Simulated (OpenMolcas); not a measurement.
## Multiplet structure of Se

```yaml
Program: OpenMolcas
Method: "SS-RASPT2, IPEA 0.25 Eh, imaginary shift 0.1 Eh (closed shells correlated: 3d)"
Basis: ANO-RCC-VQZP [7s6p4d2f1g]
Scalar_Hamiltonian: DKH2, point nucleus
Active_space: 6 electrons in 9 orbitals (RAS2 4s 4p; RAS3 4d, at most 2 electrons)
State_averaging: 2S+1 = 3 even, 3 roots; 2S+1 = 1 even, 6 roots; 2S+1 = 3 odd, 3 roots
Spin-orbit_coupling: state interaction with AMFI integrals over the reference wave functions, term energies averaged over their components
```

Spin-free terms above the lowest, with the occupations of the reference:

```tsv
Configuration	Term	E (cm-1)	Occupations
4s2 4p4	3P	0.0	4s 1.98 4p 3.96 4d 0.06
4s2 4p4	1D	8510	4s 1.97 4p 3.96 4d 0.07
4s2 4p4	1S	21280	4s 1.93 4p 4.00 4d 0.07
```

With spin-orbit coupling, above the lowest level:

| Configuration | Term | J | E (cm-1) | Measured (cm-1) | g | Term weight % |
| --- | --- | --- | --- | --- | --- | --- |
| 4s2 4p4 | 3P | 2 | 0.0 | 0.0 | 1.494 | 98 |
| 4s2 4p4 | 3P | 1 | 1817 | 1989 | 1.501 | 100 |
| 4s2 4p4 | 3P | 0 | 2380 | 2534 |  | 99 |
| 4s2 4p4 | 1D | 2 | 9630 | 9576 | 1.008 | 98 |
| 4s2 4p4 | 1S | 0 | 22530 | 22446 |  | 99 |

Against the 4 measured excited levels shown (NIST Handbook of Basic Atomic Spectroscopic Data) the mean absolute deviation is 120 cm-1; the largest miss in energy is 4s2 4p4 3P1: computed 1817, measured 1989 cm-1 (-8.7 %).

Spin-orbit coupling puts the lowest level 982 cm-1 below the lowest spin-free term.

For 3P the intervals divided by the larger J are -561.9, -908.4 cm-1. Landé's interval rule makes them equal in pure LS coupling; they differ by 47 % of their mean. The multiplet is inverted.

Term energies are means over components that CASPT2 splits; among the terms shown or strongly mixed into the levels shown the widest spread is 48 cm-1 (4s2 4p4 1D). Active for correlation alone: 4d; no level in the range computed is led by a configuration that fills it, so any true level of that kind is missing. Measured partners are found by configuration, term and J. A level has none where our copy of the source lacks it or the pairing is in doubt (some pairs that miss far off the trend of their configuration count as doubtful), and it then counts in no deviation. Levels of configurations outside the active space are missing. The first state left out of the spin-orbit step lies near 94000 cm-1 above the lowest spin-free state of the reference (among the parities and spins computed), and the list stops at four fifths of that energy or lower.

The term weight is that of the spin-free term in the level, not the purity of its configuration.
